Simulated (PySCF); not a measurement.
C₂H₆N₂OSi, SMILES C[Si@@H](N)OC#N.

Geometry optimised at r2SCAN-D4/def2-SVP. The structure was generated by enumeration; whether it is a known compound was not checked. The values are those of a single conformer.

Two levels are set side by side: TDA-PBE/def2-SVPD (PySCF) and TDA-M06-2X/def2-SVPD (PySCF). Vertical, same geometry. The lowest singlet is HOMO→LUMO 99 % with PBE and HOMO→LUMO+10 19 %, HOMO→LUMO+4 14 %, HOMO→LUMO+8 14 %, HOMO→LUMO+7 6 % with the other functional; states are paired by order. Differences are taken from unrounded values.

```json
[
 {"quantity": "lowest singlet excitation (eV)", "TDA-M06-2X": "7.18"},
 {"quantity": "lowest triplet excitation (TDA) (eV)", "TDA-M06-2X": "6.62"}
]
```

**Question.** What does TDA-PBE give, and how far is it from TDA-M06-2X? (The exact figures need the calculation; the answer reports its results.)

**Answer.** 
```tsv
quantity	TDA-PBE	TDA-PBE minus TDA-M06-2X
lowest singlet excitation (eV)	6.13	-1.04
lowest triplet excitation (TDA) (eV)	6.06	-0.55
```

A lower first singlet is the usual sign of a functional without exact exchange. Differences between two approximate levels are no errors against the true value.

Rough cost on one machine, each run with all the roots and properties that it gave: TDA-M06-2X against TDA-PBE about 10 times.
